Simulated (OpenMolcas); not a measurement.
## d2 ions of charge +3 down a group with 6 ammonia ligands in octahedral coordination

| Property | Result |
| --- | --- |
| Program | OpenMolcas |
| Method | SS-CASPT2, IPEA 0.25 Eh, imaginary shift 0.1 Eh |
| Spin-orbit coupling | RASSI with atomic mean-field integrals over the reference wave functions |

The d shell is active; CASPT2 correlates the ligand valence shells and the outer metal core. Anionic complexes are neutralised by point charges behind the ligands. Distances were set from a Shannon-type radius of the metal (high-spin where two are listed, low-spin for CN, NH3 and NCH) plus a fixed donor radius (NH3 1.42 Å). Ligand basis ANO-RCC-VDZP, DKH2 Hamiltonian. Energies in cm-1 above the lowest state or level, χT in cm3 K/mol. Spin-only χT is S(S+1) / 2 for the spin of the ground state.

```tsv
Ion	Shell	R (Å)	Metal basis	Ground state	First state of that spin	First gap with spin-orbit (degeneracies)	χT at 300 K	First state of another spin	Spin-only χT
V3+	3d2	2.06	ANO-RCC-VDZP	2S+1 = 3	220	67 (2, 2)	0.918	2S+1 = 1: 9890	1.000
Nb3+	4d2	2.14	ANO-RCC-VTZP	2S+1 = 3	500	160 (2, 2)	0.571	2S+1 = 1: 6000	1.000
```

The rows also differ in their metal basis, so part of each step comes from that.

χT departs most from the spin-only value for Nb3+, by -0.429 cm3 K/mol.

Roots that are degenerate in the reference are averaged as groups; the widest CASPT2 spread within a group is 80 cm-1 (the 2-fold group of multiplicity 3 near 40100 cm-1 above the lowest state of its run, Nb3+). Shifts and gaps below about the spread of the groups concerned are not significant. Over all roots computed the reference weight is 0.69 to 0.71 in V3+, 0.68 to 0.69 in Nb3+; a low but even weight reflects the number of correlated electrons. An orbital doublet at a regular site is open to a Jahn-Teller distortion, which this geometry leaves out. Ligand-to-metal charge-transfer states are missing. With no ligand orbital active B as a rule stays too high, so bands that hang on it stand too high and its fall with covalency is understated. With one d shell and no ligand orbital active, 10Dq can be off by a tenth or more. The least metal-like active orbital is 84 % on the metal (Löwdin) and no ligand orbital is active, so the numbers are rough (holds for V3+). The least metal-like active orbital is 74 % on the metal (Löwdin) and no ligand orbital is active, so the numbers are rough (holds for Nb3+). No measured value stands beside these numbers; the geometry is a model, was not optimised and need not be the one that this ion takes.

A state without a sure symmetry label is named by its multiplicity alone.
